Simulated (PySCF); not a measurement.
## Correlation energy of Al⁺ (aluminium, charge +1)

[Ne] 3p2, high-spin 3P determinant (an excited configuration). Computed with PySCF 2.14 in dyall-acv3z (19s12p6d4f, 113 functions), with no relativity, point nucleus. Frozen: [Ne]; 2 electrons correlated; the 22 highest virtual orbitals of each spin left out.

With two correlated electrons CCSD is exact within the correlated space (frozen core and kept virtual orbitals).

| level | correlation energy (mhartree) |
| --- | --- |
| CCSD | -9.63 |

Diagnostics: T1 = 0.0021, D1 = 0.0029, largest double amplitude 0.052.

Task: Is a single reference adequate?

Result: Yes: T1 lies below 0.03 and no double amplitude reaches 0.07.
